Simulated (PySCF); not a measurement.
## Stationary points of TiSCl2

Level of theory: PBE in PySCF with Ti def2-SVP, S def2-SVP, Cl def2-SVP; no relativity; density-fitted integrals.

Relaxations began from a few typed shapes. The search is not exhaustive: other isomers or separated fragments can lie lower, and high-lying points may rest on an excited occupation.

Q: Which is the lowest minimum found?
A. singlet Cs: Ti–Cl 2.205 Å (×2), Ti–S 2.060 Å; Cl–Ti–Cl 121.1°, Cl–Ti–S 113.9° (×2)
B. singlet C2v: Ti–Cl 2.210 Å (×2), Ti–S 2.060 Å; Cl–Ti–Cl 127.5°, Cl–Ti–S 116.2° (×2)

A: A. The others lie at 1.3 (singlet C2v, a saddle point) kJ/mol above it.

Formally Ti is in oxidation state +4, d0. The polar-tensor charge on Ti, 1.51, is far below the formal one.
